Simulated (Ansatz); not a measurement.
Molecule (SMILES): [N]=C=O, doublet.
Atoms: N1, C2, O3. Bonds: N1-C2, C2-O3.

How fast the optimised N1-C2 bond length converges with the basis for several methods (Ansatz, a quantum-chemistry and plane-wave program): deviation from each method's own reference, in Å. References: B3LYP 1.2210 Å, the value in def2-QZVPPD; HF 1.2091 Å, the value in def2-QZVPPD; MP2 1.2443 Å, the value in def2-QZVPP; PBE 1.2321 Å, the value in def2-QZVPPD. All functions are spherical. In correlated methods cores are frozen. Open shells are unrestricted. No added dispersion term, no relativity. The reference of a correlated method is not its basis-set limit, which lies further on.

```csv
basis,functions,B3LYP,HF,MP2,PBE
6-311G**,54,0.0013,-0.0017,0.0036,(withheld)
6-311+G**,66,0.0021,-0.0002,0.0052,(withheld)
pcseg-2,90,0.0002,-0.0003,0.0007,(withheld)
def2-TZVPPD,114,0.0007,0.0004,0.0024,(withheld)
jun-cc-pV(T+d)Z,117,0.0008,0.0009,0.0035,(withheld)
"6-311++G(3df,3pd)",117,0.0006,0.0006,0.0011,(withheld)
cc-pVQZ,165,-0.0001,-0.0001,-0.0003,(withheld)
def2-QZVPP,171,0.0000,-0.0001,0.0000,(withheld)
```

### Question
What belongs in the gaps?

### Answer

- 6-311G**, PBE: 0.0011
- 6-311+G**, PBE: 0.0018
- pcseg-2, PBE: 0.0003
- def2-TZVPPD, PBE: 0.0006
- jun-cc-pV(T+d)Z, PBE: 0.0007
- 6-311++G(3df,3pd), PBE: 0.0004
- cc-pVQZ, PBE: -0.0002
- def2-QZVPP, PBE: 0.0000

Mean absolute deviation over 6-311G**, 6-311+G**, pcseg-2, def2-TZVPPD, jun-cc-pV(T+d)Z, 6-311++G(3df,3pd): HF 0.0007, PBE 0.0008, B3LYP 0.0009, MP2 0.0027 Å.
